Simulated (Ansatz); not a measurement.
```yaml
crystal:
  periodic: [false, false, false]
  atoms:
    - {symbol: N, position_ang: [-0.946239, -1.328524, 0.222015]}
    - {symbol: Si, position_ang: [0.296163, -0.206377, 0.527196]}
    - {symbol: N, position_ang: [1.759756, -0.737334, -0.171544]}
    - {symbol: Ga, position_ang: [-0.720919, 1.793902, -0.377919]}
    - {symbol: F, position_ang: [0.018983, 3.368842, -0.619970]}
    - {symbol: Cl, position_ang: [-2.770890, 1.809273, -1.071876]}
    - {symbol: H, position_ang: [-0.889943, -2.296250, 0.494711]}
    - {symbol: H, position_ang: [-1.880324, -1.040870, -0.017643]}
    - {symbol: H, position_ang: [0.658197, 0.065874, 1.946498]}
    - {symbol: H, position_ang: [1.829914, -0.971843, -1.148169]}
    - {symbol: H, position_ang: [2.645303, -0.456704, 0.216692]}
basis:
  gaussian: {orbitals: cc-pVDZ, final_grid: {core_spheres: 1, valence_spheres: 1, degree: 1}}
hamiltonian: {xc: {name: wB97M-V}}
output: {forces: true}
```

```sh
$ ansatz run in.yaml --threads 2 --pin off --events-out ev --progress --plain --max-ram 32768MiB --backend cpu
```

Shortened log:

```
Functional definition: wB97M-V
1320 factors; integrals over basis functions are off by at most 1.3e-3 eV
365 factors; integrals over basis functions are off by at most 6.6e-6 eV
mean field evaluation 1: about -78545.9347 eV, gradient 6.6e1 eV
mean field evaluation 2: about -78545.2729 eV, gradient 7.2e1 eV
mean field evaluation 4: about -78554.4884 eV, gradient 2.9e0 eV
mean field evaluation 16: about -78559.9310 eV, gradient 4.0e0 eV
mean field -78560.36613451 eV, -2887.0402053144 hartree, gradient 3.7e-5 eV, S^2 0.000000; 0 other end points of the search recorded, 0 dependent functions left out
reference -78560.36621836 eV, -2887.0402083959 hartree; 45, 45 occupied and 85, 85 virtual orbitals, 1320 factors
Total energy: -78560.36621836 eV, -2887.0402083959 hartree
Atom 0 at    -0.946239    -1.328524     0.222015 Å, force     9.433813    13.092812    14.709634 eV/Å
Atom 1 at     0.296163    -0.206377     0.527196 Å, force   -11.399013   -25.845602   -14.872835 eV/Å
Atom 2 at     1.759756    -0.737334    -0.171544 Å, force     2.964479    -1.228910     1.647694 eV/Å
Atom 3 at    -0.720919     1.793902    -0.377919 Å, force    -6.386316     5.067601    -2.049561 eV/Å
Atom 4 at     0.018983     3.368842    -0.619970 Å, force     1.553226     2.427427     3.217757 eV/Å
Atom 5 at    -2.770890     1.809273    -1.071876 Å, force     3.310439    -2.038841    -0.347923 eV/Å
Atom 6 at    -0.889943    -2.296250     0.494711 Å, force     1.641813     7.128468    -1.942216 eV/Å
Atom 7 at    -1.880324    -1.040870    -0.017643 Å, force     7.838947     0.169688     1.288885 eV/Å
Atom 8 at     0.658197     0.065874     1.946498 Å, force    -4.646258    -0.877113    -2.968338 eV/Å
Atom 9 at     1.829914    -0.971843    -1.148169 Å, force    -0.012533     1.255295     4.564637 eV/Å
Atom 10 at     2.645303    -0.456704     0.216692 Å, force    -4.298598     0.849175    -3.247734 eV/Å
Dipole moment:     0.643954    -0.541578     0.044443 e Å
```

In this input the integration grid is far too coarse. The run converged. The result belongs to that input, not to the molecule as meant.
